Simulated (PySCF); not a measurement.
VO₂F: from structure and modes to constants

Computed with B3LYP/[V def2-SVP, O def2-SVP, F def2-SVP], no relativity, density fitting, PySCF.

The singlet minimum has Cs symmetry. Masses (u): V 50.94396, O 15.99492, F 18.99840.

```xyz
4
charge 0 multiplicity 1, angstrom
V    -0.0514    0.0000   -0.1927
O    -0.8913    1.2887    0.1329
O    -0.8913   -1.2887    0.1329
F     1.6366    0.0000    0.2587
```

Harmonic wavenumbers (cm⁻¹): 182.6 (a', ×1), 264.1 (a'', ×1), 395.8 (a', ×1), 762.6 (a', ×1), 1119.4 (a'', ×1), 1120.8 (a', ×1).

Problem. Find the principal moments of inertia and the rotational constants. What kind of rotor is it?

Solution. About the centre of mass I = 56.539, 80.158, 129.87 u Å². With B = 16.8576/I this gives 0.2982, 0.2103, 0.1298 cm⁻¹. The molecule is an asymmetric top with κ = -0.04.

Problem. What is the harmonic zero-point energy?

Solution. Half the sum of all 6 wavenumbers, 3845/2 = 1923 cm⁻¹, which is 23.0 kJ/mol (1 cm⁻¹ = 0.0119627 kJ/mol).

Problem. Find the vibrational entropy and heat capacity at 298.15 K.

Solution. With u = 1.43878 ω/T, each mode gives S = R[u/(eᵘ−1) − ln(1−e⁻ᵘ)] and C = R u² eᵘ/(eᵘ−1)².
| ω (cm⁻¹) | u | S (J/(mol K)) | C (J/(mol K)) |
| --- | --- | --- | --- |
| 182.6 | 0.881 | 9.63 | 7.80 |
| 264.1 | 1.274 | 6.84 | 7.27 |
| 395.8 | 1.910 | 4.09 | 6.19 |
| 762.6 | 3.680 | 1.00 | 2.99 |
| 1119.4 | 5.402 | 0.24 | 1.10 |
| 1120.8 | 5.408 | 0.24 | 1.10 |
The sums over all modes are S = 22.0 and C = 26.5 J/(mol K); the softest mode gives 44 % of the entropy.

This need not be the most stable arrangement of these atoms.
